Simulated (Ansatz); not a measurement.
Reaction (ligand exchange at the Si–C bond): `F[SiH2]C[SiH3]` + `B[SiH2]O` → `B[SiH2]O[SiH2]F` + `C[SiH3]`

Gas-phase electronic energies from Ansatz, PBE0-D4/def2-TZVP geometries. CCSD(T)/CBS adds triple-zeta CCSD(T) − MP2 to the extrapolated MP2 energy (def2 sets, frozen cores). This one scheme is used for every species. Functionals use def2-TZVPP. B3LYP here is the variant with VWN-RPA as its local correlation; programs differ in this. One conformer a species, not always the lowest.

`F[SiH2]C[SiH3]`:

```xyz
11

F     0.686   -0.334   -2.198
Si    0.615   -1.196   -0.847
C     0.478   -0.049    0.603
Si   -0.911    1.210    0.502
H    -0.579   -2.073   -0.938
H     1.848   -2.020   -0.790
H     0.319   -0.668    1.495
H     1.428    0.477    0.744
H    -0.645    2.191   -0.579
H    -2.199    0.520    0.219
H    -1.040    1.941    1.790
```

`B[SiH2]O`:

```xyz
8

B    -1.112    0.447   -0.685
Si    0.244   -0.430    0.504
O     1.823   -0.316    0.023
H    -0.837    1.221   -1.557
H    -2.275    0.233   -0.497
H    -0.014   -1.887    0.641
H     0.041    0.193    1.853
H     2.128    0.539   -0.282
```

`B[SiH2]O[SiH2]F`:

```xyz
11

B    -0.301    1.891    0.725
Si    1.141    0.554    0.340
O     0.604   -0.918   -0.180
Si   -0.683   -1.741   -0.704
F    -1.337   -0.976   -1.944
H    -1.470    1.663    0.614
H     0.015    2.985    1.094
H     1.936    0.327    1.580
H     2.060    1.104   -0.696
H    -1.723   -1.820    0.346
H    -0.241   -3.068   -1.175
```

`C[SiH3]`:

```xyz
8

C    -0.739   -0.489    0.435
Si    0.661    0.438   -0.389
H    -0.689   -0.381    1.521
H    -0.692   -1.554    0.197
H    -1.706   -0.109    0.100
H     0.597    1.888   -0.062
H     0.590    0.292   -1.869
H     1.978   -0.084    0.067
```

| level | ΔE (kJ/mol) | difference from CCSD(T)/CBS |
| --- | --- | --- |
| r2SCAN-D4 | -121.1 | 1.7 |
| PBE0-D4 | -114.2 | 8.6 |
| B3LYP-D4 | -126.2 | -3.4 |
| ωB97X-V | -121.4 | 1.4 |
| ωB97M-V | -120.6 | 2.2 |
| B2PLYP | -127.1 | -4.3 |
| PBE | -109.3 | 13.5 |
| r2SCAN | -121.0 | 1.8 |
| PBE0 | -114.3 | 8.5 |
| B3LYP | -126.8 | -4.0 |
| HF/def2-TZVPP | -143.6 | -20.8 |
| MP2/def2-TZVPP | -123.4 | -0.6 |
| SCS-MP2/def2-TZVPP | -127.5 | -4.7 |
| MP2/def2-QZVPP | -124.0 | -1.2 |
| HF/CBS(def2) | -146.0 | -23.2 |
| MP2/CBS(def2) | -123.1 | -0.3 |
| CCSD(T)/CBS | -122.8 | 0 |

Largest T1 diagnostic among the species: 0.012.

From PBE to PBE0 (25 % exact exchange), in def2-TZVPP and without D4, ΔE moves by −5.0 kJ/mol. In def2-TZVPP, CCSD(T) changes the Hartree–Fock value by +20.6 kJ/mol (the triples alone add +2.9 kJ/mol) and MP2 by +20.2 kJ/mol.
